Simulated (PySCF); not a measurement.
Lu: fine-structure interval

Lu [Xe] 4f14 5d1 6s2 [5d3/2^1, M_J = 3/2] → Lu [Xe] 4f14 5d1 6s2 [5d5/2^1, M_J = 5/2], as a difference of total energies. All numbers are calculated (PySCF 2.14, the two-component X2C-1e Hamiltonian, in x2c-QZVPPall-2c). Correlated levels: [Ar] 3d10 frozen; the 38 highest virtual spinors dropped. "Screened" scales the spin-orbit matrix elements by Boettger's factors to mimic the two-electron term; Breit and QED terms are absent.

| method | fine-structure interval (cm⁻¹) | error (cm⁻¹) |
| --- | --- | --- |
| GHF (screened spin-orbit) | 1663.1 | -331 |
| GMP2 (screened spin-orbit) | 2381.9 | +388 |
| GHF (bare spin-orbit) | 1937.6 | -56 |

Reference: 1993.9 cm⁻¹ (measured; NIST Handbook of Basic Atomic Spectroscopic Data (Sansonetti and Martin, J. Phys. Chem. Ref. Data 34, 1559 (2005))).
